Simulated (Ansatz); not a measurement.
Gas-phase electronic energies from Ansatz, PBE0-D4/def2-TZVP geometries. CCSD(T)/CBS is the MP2 limit (def2-TZVPP, def2-QZVPP) plus CCSD(T) − MP2 in def2-TZVPP, frozen cores. Functionals use def2-TZVPP. For Br, Ge outer-core shells are correlated without core-valence functions, which leaves a few kJ/mol of doubt a bond. Scalar relativity is left out up to krypton. One conformer a species, not always the lowest.

Reaction (redistribution): `N[Si](O)(Cl)Br` + `C[CH2][Ge][Cl]` → `CC[Si](N)(O)Cl` + `[Cl][Ge][Br]`

**Question.** Is it downhill or uphill in electronic energy at CCSD(T)/CBS, and by how much? (Estimate.)

**Answer.** The calculation gave: Downhill: ΔE = -13.6 kcal/mol.

**Question.** What do these levels give: LDA (SPW92), r2SCANh-D4, BHLYP-D4, CAM-B3LYP-D4, B2PLYP, PBE, r2SCAN, PBE0, HF/def2-TZVPP, HF/def2-QZVPP, MP2/def2-QZVPP, SCS-MP2/def2-QZVPP? (Best estimate.)

**Answer.** Ansatz gave: LDA (SPW92) -16.1, r2SCANh-D4 -16.1, BHLYP-D4 -16.4, CAM-B3LYP-D4 -16.2, B2PLYP -16.1, PBE -17.1, r2SCAN -16.3, PBE0 -16.1, HF/def2-TZVPP -15.7, HF/def2-QZVPP -15.8, MP2/def2-QZVPP -13.1, SCS-MP2/def2-QZVPP -13.5 kcal/mol.

Largest T1 diagnostic among the species: 0.012.

From BLYP to BHLYP (50 % exact exchange), in def2-TZVPP and without D4, ΔE moves by +2.0 kcal/mol. Leaving LDA and LC-ωPBE aside and taking each functional with its dispersion term where it has one, the values, not all of them listed here, spread over 3.8 kcal/mol, from BLYP-D4 to PBE-QIDH. LDA lies +1.0 kcal/mol from PBE without D4.
